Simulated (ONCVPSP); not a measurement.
# germanium: from the effect back to the setting (ONCV)

Base potential:

germanium, optimised norm-conserving Vanderbilt (ONCV), made with ONCVPSP 4.0.1 (revPBE, scalar-relativistic). Core [Ne], reference 3s2 3p6 3d10 4s2 4p1.75 (charge +0.25). Waves: 3s+4s: rc 1.25 bohr, ncon 4, nbas 9, qcut 11.5 1/bohr, 2 projectors; 3p+4p: rc 1.30 bohr, ncon 5, nbas 8, qcut 13.5 1/bohr, 3 projectors, debl 3.3 Ha; 3d: rc 0.85 bohr, ncon 3, nbas 7, qcut 17 1/bohr, local. Local part: the d channel. Core correction: Teter function, fcfact 3.75, rcfact 1.05.

Cutoffs, loose and tight: the cutoffs (Ha) at which the residual kinetic energy of the hardest occupied pseudo-wave falls to 1 and 0.1 mHa per electron. They do not see the model core or the augmentation charge, which bear on the density cutoff. Test errors are all-electron minus pseudo excitation energies from the reference, over the configurations 3s2 3p6 3d10 4s2 4p2; 3s2 3p6 3d10 4s2 4p1; 3s2 3p6 3d10 4s2 4p0; 3s2 3p6 3d10 4s1 4p0; variants that change the core or the reference have their own tests.

Only the d radius is moved (1 further runs of the sweep failed or gave no value and are left out):

```tsv
d radius (bohr)	cutoff, loose	cutoff, tight	bound ghosts	largest test error (meV)
0.7	141 Ha	400 Ha	none	-5.2
0.94	113 Ha	125 Ha	none	-6.4
1.08	103 Ha	115 Ha	s	-7.3
1.22	89 Ha	101 Ha	s	-9.9
```

Task: One more run gave cutoff, loose: 118 Ha; cutoff, tight: 130 Ha; bound ghosts: none; largest test error (meV): -6.0. Which value of the d radius was used?

Result: 0.88 bohr. The loose cutoff moves one way along this sweep, from 141 Ha at 0.7 to 89 Ha at 1.22 bohr, which places the run between 0.7 and 0.94 bohr.
